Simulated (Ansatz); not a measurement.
Species: SiH, charge 0, multiplicity 2. SMILES: [SiH]
Structure (B3LYP-D3(BJ)/def2-TZVP (Ansatz, a quantum-chemistry and plane-wave program) minimum search):
```xyz
2

Si     0.0000     0.0000    -0.1020
H      0.0000     0.0000     1.4276
```
Charge 0, spin multiplicity 2.

Wanted: atomisation energy (electronic, to ground-state atoms), in kcal/mol. Cores are frozen in the correlated levels unless marked. UHF or UKS for open shells. Spin-orbit coupling is left out. No relativistic terms. 

```csv
level,program,atomisation energy (kcal/mol)
LC-wPBE-D3(BJ)/def2-TZVPD,Ansatz + dftd3,71.1
CCSD/6-31G,Ansatz,54.5
CCSD/def2-TZVPP,Ansatz,71.5
CCSD(T)/def2-SVPD,Ansatz,68.5
CCSD(T)/aug-cc-pV(T+d)Z,Ansatz,72.3
CCSD(T)/def2-TZVPPD,Ansatz,72.0
```

The Hartree-Fock reference is unstable (checked in the largest basis), which strains HF and MP2.
